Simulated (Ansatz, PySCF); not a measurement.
Reaction (SMILES): [SiH3]OC1=CCC1 [cyclobuten-1-yloxysilane] + 7 [H][H] (H2) -> 4 C (CH4) + O (H2O) + [SiH4] (SiH4)
Structures are relaxed separately at B3LYP-D3(BJ)/def2-TZVP in Ansatz (a quantum-chemistry and plane-wave program), one conformer each, not searched for the lowest. Frequencies are from PySCF.

Property: energy of full hydrogenation (0 K, with B3LYP-D3(BJ) harmonic zero-point energies), in kcal/mol. Valence correlation only, unless marked. No spin-orbit coupling. Non-relativistic. CBS marks a two-point X^-3 extrapolation of the correlation energy; Hartree-Fock from the larger set.

```
level                                        program  energy of full hydrogenation (kcal/mol)
------------------------------------  --------------  ---------------------------------------
BHLYP-D4/def2-TZVPD                   Ansatz + dftd4                                        ?
HSE06-D3(BJ)/def2-TZVPD               Ansatz + dftd3                                        ?
B2GP-PLYP-D3(BJ)/def2-TZVPD           Ansatz + dftd3                                    -98.7
SCS-MP2/aug-cc-pV(D+d)Z                       Ansatz                                   -106.7
SCS-MP2/cc-pV(D+d)Z                           Ansatz                                   -100.8
CCSD/cc-pV(T+d)Z                              Ansatz                                        ?
CCSD(T)/CBS(cc-pV(T+d)Z,cc-pV(Q+d)Z)          Ansatz                                    -99.9
```

Task: Some entries are withheld; supply them.

Result: 
- BHLYP-D4/def2-TZVPD, energy of full hydrogenation (kcal/mol): -108.5
- HSE06-D3(BJ)/def2-TZVPD, energy of full hydrogenation (kcal/mol): -104.9
- CCSD/cc-pV(T+d)Z, energy of full hydrogenation (kcal/mol): -106.4
